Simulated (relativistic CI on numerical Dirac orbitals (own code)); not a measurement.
# Spin-allowed bands of a d2 ion in a tetrahedral site, by hand

Problem. Take Δ = 9400 cm⁻¹ and B = 740 cm⁻¹ for a d2 ion in a tetrahedral site. Calculate the three spin-allowed bands.

Working.
1. The terms of highest spin are 3F (energy 0) and 3P (15B = 11100 cm⁻¹). Here the F term splits into A2 at −1.2Δ = -11280, T2 at −0.2Δ = -1880 and T1 at +0.6Δ = 5640 cm⁻¹.
2. The two T1 states mix through the element 0.4Δ: H = [[5640, 3760], [3760, 11100]], with roots ½(H₁₁ + H₂₂) ∓ ½√[(H₂₂ − H₁₁)² + 4H₁₂²] = ½(16740) ∓ ½(9293) = 3723 and 13017 cm⁻¹.
3. The ground term is 3A2 at -11280 cm⁻¹.
4. Bands: 3T2 9400 cm⁻¹ (1064 nm), 3T1(F) 15003 cm⁻¹ (667 nm), 3T1(P) 24297 cm⁻¹ (412 nm).

Check. Exact diagonalisation of the whole d2 shell with these parameters gives 3T2 9400, 3T1 15003, 3T1 24297 cm⁻¹. The match is exact, since without spin-orbit coupling no other term has this spin. The ratio of the second band to the first, 1.596, depends on Δ/B = 12.7 alone, which is how a Tanabe-Sugano diagram is read.
